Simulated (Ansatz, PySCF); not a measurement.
Process, species as SMILES: C[Si](C)(C)C [tetramethylsilane] -> [CH3] (CH3) + C[Si](C)C (the C-Si bond at the site shown breaks; other sites are not compared here)
Geometries: B3LYP-D3(BJ)/def2-TZVP minima from Ansatz (an electronic-structure program). Frequencies are from Ansatz or PySCF.

Property: bond dissociation energy (enthalpy at 298 K, with B3LYP-D3(BJ) rigid-rotor harmonic-oscillator terms), in kcal/mol. Correlated levels leave the core frozen unless marked. UHF or UKS for open shells. No spin-orbit coupling. Non-relativistic. CBS marks a two-point X^-3 extrapolation of the correlation energy; Hartree-Fock from the larger set.

CCSD(T)/CBS(cc-pV(T+d)Z,cc-pV(Q+d)Z) (Ansatz) gives 92.9 kcal/mol.

Task: Another calculation gave 84.5 kcal/mol. Which level was it?
A) PBE-QIDH/def2-TZVPD (Ansatz)
B) CAM-B3LYP/def2-TZVPD (Ansatz)
C) r2SCAN/def2-TZVPD (Ansatz)
D) revPBE/def2-TZVPD (Ansatz)

Result: C, r2SCAN/def2-TZVPD (Ansatz). The others give 87.8 (CAM-B3LYP), 90.8 (PBE-QIDH), 81.2 (revPBE) kcal/mol.
